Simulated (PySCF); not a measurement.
Compound: C7H5NSe.
Atom-mapped SMILES: `[N:1]#[C:2][Se:3][c:4]1[cH:5][cH:6][cH:7][cH:8][cH:9]1` (hydrogens: H10 on C5; H11 on C6; H12 on C7; H13 on C8; H14 on C9)

Torsions of this conformer, `[N:1]#[C:2][Se:3][c:4]1[cH:5][cH:6][cH:7][cH:8][cH:9]1`: C2–Se3–C4–C5 -11°.

The closed-shell ground state was solved at several levels (PySCF, density fitting, gas phase). Geometry: PBE0-D3(BJ)/def2-SVP, one conformer, isolated molecule. Relativistic effects, spin–orbit coupling among them, are left out although an element past zinc is present.

| level | basis functions | HOMO (eV) | LUMO (eV) | gap (eV) | dipole (D) |
| --- | --- | --- | --- | --- | --- |
| B3LYP/pcJ-1 (pcSseg-1 on Se) | 307 | -6.75 | -1.33 | 5.42 | 4.26 |
| PBE0/def2-SVPD | 241 | -6.98 | -1.19 | 5.79 | 4.29 |
| wB97X-D/pcSseg-1 | 202 | -8.72 | 0.62 | 9.34 | 4.30 |

Problem. Estimate the row for PBE0/pcSseg-1, a basis of 202 functions; the other rows only guide the guess.

Solution. HOMO -7.00 eV, LUMO -1.16 eV, gap 5.84 eV, dipole 4.25 D.

Problem. Over all these levels, which gives the widest orbital gap and which the narrowest?

Solution. wB97X-D/pcSseg-1 (range-separated hybrid) has the widest, 9.34 eV, and B3LYP/pcJ-1 (pcSseg-1 on Se) (global hybrid, 20 % exact exchange) the narrowest, 5.42 eV. Functional and basis both differ between the two, so the spread mixes both effects.

Problem. How far do the dipole and the HOMO energy spread over the levels?

Solution. The dipole runs from 4.25 to 4.30 D (mean 4.27 D) and the HOMO from -8.72 to -6.75 eV.
